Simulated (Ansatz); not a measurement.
`C=C[CH2][In]([CH2]C=C)[CH2]C=C` from Hartree–Fock to CCSD(T)

```json
{"atom": "C1", "x (Å)": "0.6019", "y (Å)": "1.7025", "z (Å)": "-3.2812"}
{"atom": "C2", "x (Å)": "1.1304", "y (Å)": "1.6539", "z (Å)": "-2.0599"}
{"atom": "C3", "x (Å)": "1.9246", "y (Å)": "0.5463", "z (Å)": "-1.4932"}
{"atom": "In4", "x (Å)": "0.6601", "y (Å)": "-0.6828", "z (Å)": "-0.1953"}
{"atom": "C5", "x (Å)": "1.3281", "y (Å)": "-0.9482", "z (Å)": "1.8892"}
{"atom": "C6", "x (Å)": "0.4311", "y (Å)": "0.1543", "z (Å)": "2.2613"}
{"atom": "C7", "x (Å)": "0.6360", "y (Å)": "1.4616", "z (Å)": "2.0159"}
{"atom": "C8", "x (Å)": "-1.3720", "y (Å)": "-1.2939", "z (Å)": "-0.7209"}
{"atom": "C9", "x (Å)": "-2.0516", "y (Å)": "-1.8986", "z (Å)": "0.4389"}
{"atom": "C10", "x (Å)": "-2.9255", "y (Å)": "-1.2964", "z (Å)": "1.2437"}
{"atom": "H11", "x (Å)": "0.7479", "y (Å)": "0.8983", "z (Å)": "-3.9964"}
{"atom": "H12", "x (Å)": "0.0082", "y (Å)": "2.5482", "z (Å)": "-3.6054"}
{"atom": "H13", "x (Å)": "0.9440", "y (Å)": "2.4916", "z (Å)": "-1.3885"}
{"atom": "H14", "x (Å)": "2.7513", "y (Å)": "0.9000", "z (Å)": "-0.8744"}
{"atom": "H15", "x (Å)": "2.3217", "y (Å)": "-0.1129", "z (Å)": "-2.2689"}
{"atom": "H16", "x (Å)": "2.3899", "y (Å)": "-0.7169", "z (Å)": "1.9545"}
{"atom": "H17", "x (Å)": "1.0888", "y (Å)": "-1.8994", "z (Å)": "2.3544"}
{"atom": "H18", "x (Å)": "-0.5429", "y (Å)": "-0.1382", "z (Å)": "2.6516"}
{"atom": "H19", "x (Å)": "1.5815", "y (Å)": "1.8283", "z (Å)": "1.6258"}
{"atom": "H20", "x (Å)": "-0.1176", "y (Å)": "2.2002", "z (Å)": "2.2570"}
{"atom": "H21", "x (Å)": "-1.2799", "y (Å)": "-1.9915", "z (Å)": "-1.5567"}
{"atom": "H22", "x (Å)": "-1.8746", "y (Å)": "-0.3932", "z (Å)": "-1.0803"}
{"atom": "H23", "x (Å)": "-1.7813", "y (Å)": "-2.9301", "z (Å)": "0.6635"}
{"atom": "H24", "x (Å)": "-3.3617", "y (Å)": "-1.8131", "z (Å)": "2.0900"}
{"atom": "H25", "x (Å)": "-3.2384", "y (Å)": "-0.2700", "z (Å)": "1.0755"}
```

Charge 0, multiplicity 1. Correlated methods include outer-core shells of In, which these sets cover unevenly. In takes the def2 core potential. The geometry is a stationary point of PBE0-D4/def2-TZVP. It is one conformer, not always the lowest. Frozen core, restricted reference, Ansatz.

```tsv
basis	HF (Eh)	MP2 corr.
def2-SVP	-538.39216	-1.32653
def2-TZVPP	-538.78649	-1.80047
def2-QZVPP	-538.80331	-2.08318
```

(1) Estimate the CCSD correlation energy and the (T) correction in each basis where they were run (hartree).

Results:

(1) 
| basis | CCSD corr. | (T) |
| --- | --- | --- |
| def2-SVP | -1.43130 | -0.05439 |
| def2-TZVPP | -1.86709 | -0.08447 |
